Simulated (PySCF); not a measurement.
C2H11FSSi4.
Structure used (GFN2-xTB), in Å, numbered top down from 1:
```xyz
19
C2H11FSSi4 angstrom
F      2.387    0.826    0.939
C      2.892   -0.193    0.139
Si     1.590   -0.657   -1.196
Si    -0.379   -0.280    0.011
Si    -0.510   -1.445    2.050
Si    -1.363    1.855   -0.220
C     -2.658    0.913   -1.279
S     -2.103   -0.836   -1.275
H      3.829    0.180   -0.273
H      3.118   -1.019    0.815
H      1.864    0.205   -2.357
H      1.961   -2.013   -1.626
H     -1.756   -1.232    2.790
H     -0.346   -2.893    1.881
H      0.594   -0.974    2.886
H     -0.732    2.907   -1.024
H     -2.021    2.495    0.925
H     -2.709    1.234   -2.317
H     -3.668    0.935   -0.877
```

NICS = −σ at a ghost point: NICS(0) at the centroid of the ring atoms, NICS(1) 1 Å to either side along the normal of their mean plane, zz for the tensor component along that normal. Level: GIAO PBE0/pcSseg-1 (PySCF, non-relativistic, gas phase) on the GFN2-xTB geometry, one conformer.

Ring bond lengths (Å), with Mayer bond orders in brackets: Si4–Si6 2.362 (0.85), Si6–C7 1.921 (0.87), C7–S8 1.835 (0.99), S8–Si4 2.221 (0.94).

Question: Give the NICS values of each ring in ppm.

Answer: 
| ring | type | NICS(0) | NICS(1), two faces | NICS(1)zz, two faces | rms pucker (Å) | centre to ring atoms, mean (Å) |
| --- | --- | --- | --- | --- | --- | --- |
| Si4–Si6–C7–S8 | 4-membered ring with S and 2 Si; formal bonds all single | 1.0 | 0.6 / 0.6 | 10.9 / 10.7 | 0.00 | 1.47 |

Question: What do they say, and how far can they be read as aromaticity?

Answer: 
- Si4–Si6–C7–S8: mean NICS(1)zz 10.8 ppm, deshielded. Si4, Si6, C7 have four or more neighbours, and the NICS criterion for π rings isn't applied.

Question: What field does 14.1 T along the ring normal induce along that normal at the first NICS(1) probe listed for ring Si4–Si6–C7–S8, 1 Å off the ring?

Answer: NICSzz × B0 = 10.9 ppm × 14.1 T = 154 μT, along the applied field.

Question: Give the inner angles of the rings and the Hirshfeld charges of the ring atoms.

Answer: 
- Si4–Si6–C7–S8: Si4 81.2° (+0.098 e), Si6 83.8° (+0.268 e), C7 105.2° (-0.168 e), S8 89.9° (-0.121 e); sum 360.0° against 360° for a flat convex ring.

Question: What are the shieldings of the ring atoms and their hydrogens in the same run (means over atoms taken as equivalent)?

Answer: 
```csv
atoms,environment,σ isotropic (ppm),"principal values of the symmetric part, first atom (ppm)"
Si4,four-coordinate silicon,364.2,"302.2, 314.3, 476.1"
Si6,SiH2 silicon,382.5,"330.4, 359.3, 457.8"
C7,sp3 carbon bound to sulfur,170.2,"139.9, 170.4, 200.3"
S8,sulfur bonded to C and Si,677.1,"423.3, 636.1, 972.0"
H16,Si–H hydrogen,26.51,"23.8, 24.6, 31.1"
H17,Si–H hydrogen,26.57,"23.8, 24.6, 31.3"
H18,methylene hydrogen,28.99,"24.3, 26.5, 36.3"
H19,methylene hydrogen,28.98,"24.1, 26.5, 36.3"
```

On an Intel Xeon at 2.50 GHz with one thread (shared host), this took 2.4 min and 1.1 GiB of memory at its peak. This is the whole shielding run at PBE0/pcSseg-1, SCF included.
